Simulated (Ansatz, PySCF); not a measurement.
N2 (SMILES N#N) and H4OSi (SMILES O[SiH3]) are pulled apart as rigid monomers along the line of their centres of mass, from the B3LYP-D3(BJ)/def2-TZVP minimum. Starting geometry (charge 0, multiplicity 1):
| atom | x (Å) | y (Å) | z (Å) |
|---|---|---|---|
| N | 0.5057 | 0.4764 | -1.1934 |
| N | 0.4927 | 0.5628 | -0.1067 |
| O | 0.3990 | 0.7455 | 3.0825 |
| Si | -0.3640 | -0.5449 | 3.7706 |
| H | 0.4756 | 0.7698 | 2.1247 |
| H | -1.7711 | -0.6616 | 3.3103 |
| H | -0.3345 | -0.3112 | 5.2280 |
| H | 0.3227 | -1.8230 | 3.4543 |

Interaction energies with rigid monomers; basis-set methods are counterpoise corrected unless marked otherwise.

Frozen-core correlation. Rows in 3-21G carry no dispersion term and start afresh at each structure.

The values were computed with Ansatz (a first-principles code); PySCF for 3-21G rows, the dispersion terms. Values without a source in brackets are computed.

| N2···H5 (Å) | HF/3-21G (no counterpoise) (kcal/mol) | r2SCAN-D3(BJ)/def2-TZVPPD (kcal/mol) | PBE0-D3(BJ)/def2-TZVPPD (kcal/mol) | wB97X-V/def2-TZVPPD (kcal/mol) | CCSD/aug-cc-pV(D+d)Z (kcal/mol) |
|---|---|---|---|---|---|
| 2.03 | -2.64 | -1.03 | -1.37 | -0.97 | -0.32 |
| 2.24 | -2.97 | -1.49 | -1.77 | (withheld) | -1.14 |
| 2.57 | -2.38 | -1.32 | -1.54 | -1.37 | -1.21 |
| 3.11 | (withheld) | -0.76 | -0.89 | -0.77 | -0.74 |
| 4.00 | -0.33 | -0.30 | -0.33 | -0.28 | -0.28 |

Q: Complete the blanks.

A: 
- 3.11, HF/3-21G (no counterpoise) (kcal/mol): -1.13
- 2.24, wB97X-V/def2-TZVPPD (kcal/mol): -1.51
